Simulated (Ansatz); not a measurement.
Total energies of SiMe3(NHtBu) (C₇H₁₉NSi) from Ansatz at PBE-D4/def2-TZVP, gas phase (1 Eh = 27.2114 eV = 2625.5 kJ/mol). The reference geometry is relaxed at r2SCAN-D4/def2-SVP.

```
                 state   geometry  energy (Eh)
      charge 0 singlet  reference   -622.02988
      charge 1 doublet  reference   -621.73997
     charge -1 doublet  reference   -621.97597
free Si atom (triplet)          –   -289.22285
 free C atom (triplet)          –    -37.79597
 free H atom (doublet)          –     -0.49962
 free N atom (quartet)          –    -54.53214
```

(1) Work out the vertical ionisation energy to the doublet.

(2) Work out the vertical electron affinity, to the doublet.

(3) Give the fundamental gap IE − EA, the Mulliken electronegativity (IE + EA)/2 and the hardness (IE − EA)/2.

(4) What is the binding energy per atom against free atoms?

(1) E(charge 1 doublet) − E(charge 0 singlet) = -621.73997 − (-622.02988) = 0.28991 Eh = 7.89 eV. For comparison, −ε of the highest occupied level is 5.03 eV at this level, 2.86 eV less.

(2) E(charge 0 singlet) − E(charge -1 doublet) = -622.02988 − (-621.97597) = -0.05391 Eh = -1.47 eV; negative, so the extra electron isn't bound. The basis lacks diffuse functions, which makes affinities too small.

(3) From the values in Eh: IE − EA = 0.28991 − (-0.05391) = 0.34382 Eh = 9.36 eV; (IE + EA)/2 = 3.21 eV; (IE − EA)/2 = 4.68 eV. The HOMO–LUMO gap of the same run is 4.96 eV, 4.40 eV smaller than the fundamental gap.

(4) Atoms: 1 × (-289.22285) + 7 × (-37.79597) + 19 × (-0.49962) + 1 × (-54.53214) = -617.81956 Eh. Binding: -617.81956 − (-622.02988) = 4.21032 Eh = 114.57 eV, or 4.09 eV for each of 28 atoms (no zero-point energy, no counterpoise term).

At PBE-D4/def2-TZVP the highest occupied level of the charge -1 doublet lies above zero (up to 3.09 eV). By energy differences it is unbound by 1.47 eV (vertical, to the charge 0 singlet, at PBE-D4/def2-TZVP) and held by the finite basis.
